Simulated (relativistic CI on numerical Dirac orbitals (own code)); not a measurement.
Slater and spin-orbit integrals, K9+

These numbers are calculated, not measured: Dirac-Coulomb-Breit CI, KLI orbitals optimised for each configuration, model QED (radiative potential, 1s self-energy scaled to tabulated hydrogen-like ionisation energies), unscaled Slater integrals (own radial code, finite nucleus).

Slater integrals F^k, G^k are unscaled and averaged over j, outside the closed core 1s2; ζ comes from projecting the Hamiltonian with its Breit term on Σ l·s of the shell.

- 2s2 2p5 3s: ζ(2p) = 15462, G^1(2p,3s) = 24467 cm⁻¹; <r>(2p) = 0.3347, <r^2>(2p) = 0.1375, <r>(3s) = 1.006, <r^2>(3s) = 1.149 (bohr units).
- 2s2 2p5 3p: ζ(2p) = 15457, F^2(2p,3p) = 59278, G^0(2p,3p) = 24131, G^2(2p,3p) = 25561, ζ(3p) = 2895.4 cm⁻¹; <r>(2p) = 0.335, <r^2>(2p) = 0.1378, <r>(3p) = 1.017, <r^2>(3p) = 1.189 (bohr units).
- 2s2 2p5 3d: ζ(2p) = 15509, F^2(2p,3d) = 67140, G^1(2p,3d) = 56211, G^3(2p,3d) = 32132, ζ(3d) = 154.62 cm⁻¹; <r>(2p) = 0.3349, <r^2>(2p) = 0.1378, <r>(3d) = 0.9647, <r^2>(3d) = 1.079 (bohr units).

Averages of the first 10 configurations, taken without configuration mixing, which lowers the lowest level and can move excited configurations by several eV; other configurations of the list can lie among them:

| Configuration | Parity | States | Average energy above the lowest level (eV) |
| --- | --- | --- | --- |
| 2s2 2p6 | even | 1 | 0.2 |
| 2s2 2p5 3s | odd | 12 | 298.2 |
| 2s2 2p5 3p | even | 36 | 318.3 |
| 2s2 2p5 3d | odd | 60 | 344.5 |
| 2s 2p6 3s | even | 4 | 381.9 |
| 2s 2p6 3p | odd | 12 | 401.2 |
| 2s2 2p5 4s | odd | 12 | 397.4 |
| 2s2 2p5 4p | even | 36 | 405.2 |
| 2s 2p6 3d | even | 20 | 427.2 |
| 2s2 2p5 4d | odd | 60 | 414.7 |
